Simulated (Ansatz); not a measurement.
The same molecule with X = O, S, Se. Ansatz, PBE0-D4/def2-TZVP geometries, multiplicity 1. Each molecule was computed in one conformer, which needn't be the lowest.

Scalar relativity is left out up to krypton.

```
X                    molecule  mean X–Ga bond length / Å  mean X–H bond length / Å  LUMO energy (PBE/def2-TZVPP) / eV  HOMO energy (PBE/def2-TZVPP) / eV  LUMO energy (B3LYP/def2-TZVPP) / eV
O  `[CH3][GaH-]([CH3])[OH2+]`                      2.234                     0.963                              -1.10                              -5.88                                -0.60
S  `[CH3][GaH-]([CH3])[SH2+]`                      2.661                     1.343                              -1.32                              -5.99                                -0.59
```

(1) Give the row for X = Se, `[CH3][GaH-]([CH3])[SeH2+]`. (An estimate is asked.)

## Answers

(1) Computed: 
```csv
X,molecule,mean X–Ga bond length / Å,mean X–H bond length / Å,LUMO energy (PBE/def2-TZVPP) / eV,HOMO energy (PBE/def2-TZVPP) / eV,LUMO energy (B3LYP/def2-TZVPP) / eV
Se,`[CH3][GaH-]([CH3])[SeH2+]`,2.780,1.469,-1.56,-5.99,-0.92
```

From O to Se the mean X–Ga bond length rises at each step, by 0.546 Å in all; the mean X–H bond length rises at each step, by 0.506 Å in all; the LUMO energy (PBE/def2-TZVPP) falls at each step, by 0.46 eV in all; the HOMO energy (PBE/def2-TZVPP) isn't monotonic: highest at O, lowest at S; the LUMO energy (B3LYP/def2-TZVPP) isn't monotonic: highest at S, lowest at Se. Bonds lengthen as the atom grows down the group.

B3LYP here is the variant with VWN-RPA as its local correlation; programs differ in this.

Spin–orbit coupling is left out; it splits and shifts lone-pair levels of the heavy atoms by tenths of an eV.
